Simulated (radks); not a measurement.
Excited configurations of Cr: one electron is placed in a higher orbital outside [Ar] 3d5. The ground configuration is [Ar] 3d5 4s1. Method: Dirac Kohn-Sham, PBE, spin-unpolarised, spherical densities, point nucleus; open shells are shared between the two j in proportion to 2j + 1; computed with a radial shooting solver on a logarithmic mesh with Libxc functionals. Excitation = E - E(ground); binding = E(ion) - E, where the ion is the core of charge +1; n* = 1/sqrt(2 binding) in atomic units, and the quantum defect is n - n*. Eigenvalue and <r> are those of j = l + 1/2.

| outer orbital | excitation (eV) | binding (eV) | n* | quantum defect | eigenvalue (eV) | <r> (bohr) |
|---|---|---|---|---|---|---|
| 5s | 4.531 | 2.370 | 2.396 | 2.604 | -1.397 | 9.044 |
| 5p | 5.171 | 1.731 | 2.804 | 2.196 | -0.986 | 11.63 |
| 5f | 6.273 | 0.628 | 4.653 | 0.347 | -0.366 | 29.46 |
| 6p | 5.895 | 1.006 | 3.678 | 2.322 | -0.621 | 20.99 |
| 6f | 6.447 | 0.454 | 5.476 | 0.524 | -0.286 | 44.21 |
| 7p | 6.241 | 0.661 | 4.538 | 2.462 | -0.428 | 33.01 |
| 7d | 6.432 | 0.470 | 5.382 | 1.618 | -0.306 | 45.80 |

The Delta-SCF ionisation energy is 6.901 eV (NIST Atomic Spectra Database: 6.767 eV, measured). Self-interaction in the functional shifts the binding energies and quantum defects, so they are the method's values and not measured ones. Spin polarisation and multiplet splitting are left out, so open shells lie too high by an amount that depends on their filling.

Beside tabulated values, note that spin-unpolarised runs miss the spin-polarisation part of the exchange energy of open shells.
